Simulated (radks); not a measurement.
All-electron atom: the cerium ion Ce14+ in [Ar] 3d10 4s2 4p(1/2: 1, 3/2: 4) 4d(3/2: 4, 5/2: 5) (not the ground configuration). Calculated with a radial shooting solver on a logarithmic mesh with Libxc functionals: Dirac Kohn-Sham, PBE, spin-unpolarised, spherical densities, finite nucleus; Fermi nuclear charge, rms radius 4.8771 fm.

Unscreened Slater integrals over Kohn-Sham orbitals (cm^-1). Large and small components are both included.

\begin{tabular}{lr}
integral & value \\ \hline
F0(4d5/2,4d5/2) & 283110 \\
F2(4d5/2,4d5/2) & 145420 \\
F4(4d5/2,4d5/2) & 98110 \\
F0(4d5/2,4d3/2) & 284600 \\
F2(4d5/2,4d3/2) & 146080 \\
G2(4d5/2,4d3/2) & 145840 \\
G4(4d5/2,4d3/2) & 98398 \\
F0(4d5/2,4p3/2) & 290510 \\
F2(4d5/2,4p3/2) & 150320 \\
G1(4d5/2,4p3/2) & 190270 \\
G3(4d5/2,4p3/2) & 120130 \\
F0(4d5/2,4p1/2) & 295400 \\
G3(4d5/2,4p1/2) & 121250 \\
F0(4d3/2,4d3/2) & 286130 \\
F2(4d3/2,4d3/2) & 146800 \\
F0(4d3/2,4p3/2) & 292120 \\
F2(4d3/2,4p3/2) & 151150 \\
G1(4d3/2,4p3/2) & 190890 \\
G3(4d3/2,4p3/2) & 120640 \\
F0(4d3/2,4p1/2) & 297130 \\
G1(4d3/2,4p1/2) & 194480 \\
F0(4p3/2,4p3/2) & 298920 \\
F2(4p3/2,4p3/2) & 157380 \\
F0(4p3/2,4p1/2) & 304250 \\
G2(4p3/2,4p1/2) & 158990 \\
F0(4p1/2,4p1/2) & 310000 \\
\end{tabular}
